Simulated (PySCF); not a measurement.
CI2, SMILES I[C]I (connectivity only; charge and spin as stated), neutral, multiplicity 1. Atoms are numbered in the order given.

```xyz
3

C      0.0000     0.0000    -1.1181
I      0.0000     1.7535     0.0633
I      0.0000    -1.7535     0.0633
```

Coordinates come from a PBE-D3(BJ)/def2-TZVP optimisation. The def2 effective core potentials stand for the cores of I; spin–orbit coupling is left out.

Method: PBE-D3(BJ)/def2-TZVP run with PySCF.

Frequencies are harmonic and unscaled.

Estimate the vibrational spectrum. (The exact figures need the calculation; the answer reports its results.)


```
mode  ν (cm⁻¹)  IR (km/mol)  moving atoms (share of kinetic energy)
----  --------  -----------  --------------------------------------
1          127          0.6                                  I 96 %
2          494          1.6                           C 92 %, I 8 %
3          570        249.3                                  C 94 %
```
